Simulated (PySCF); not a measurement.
NMR data simulated for an unnamed compound:

1H NMR (300 MHz, computed): δ 6.32 (m, 1H), 4.09 (m, 1H), 4.04 (m, 1H), 3.92 (m, 1H), 3.75 (m, 1H), 2.42 (s, 1H), 0.44 (s, 3H), 0.35 (br s, 1H).

13C{1H} NMR (computed): δ 110.7 (CH), 87.9 (C), -1.1 (CH3).

Calculated, not measured (PySCF 2.14): shielding tensors at PBE0/pcSseg-1 (GIAO), GFN2-xTB geometry. One conformer, no relativistic terms, rapidly exchanging positions averaged, in vacuum.

δ = σ(ref) − σ, references computed at the same level: 1H, 13C against TMS.

Which of these does the molecule contain: a methoxy group, an OH group, an amide, a C≡C triple bond, a carboxylic acid, a Si–H bond?

## Answers


- A methoxy group: no.
- An OH group: yes (δH 0.35 (br s)).
- An amide: no.
- A C≡C triple bond: yes (δC 110.7, 87.9; δH 2.42 (s)).
- A carboxylic acid: no.
- A Si–H bond: yes (δH 3.75 (m), 4.04 (m)).

The data belong to `C#C[Si@@]1(C)[SiH2][SiH2][Si@H]1O`, C₃H₁₀OSi₄; they needn't prove each group on their own.

Carbon signals by region: 1 in the sp2 and nitrile region (100–160 ppm), 1 at 50–100 ppm, 1 below 50 ppm.

The OH or NH signal is concentration- and solvent-dependent in practice; the value given is the gas-phase one. Shifts are as computed. Against solution values, carbons near 30 ppm lie about +3 ppm off and those near 130 ppm about +5 ppm. Of 1211 compounds with measured shifts, 218 miss one by over three times the rms of a fit or turn the order of signals round; such compounds aren't used in these exercises. Multiplicities follow the n + 1 count of equivalent neighbours, as no J values were calculated; m marks all less simple cases, F and P coupling included.
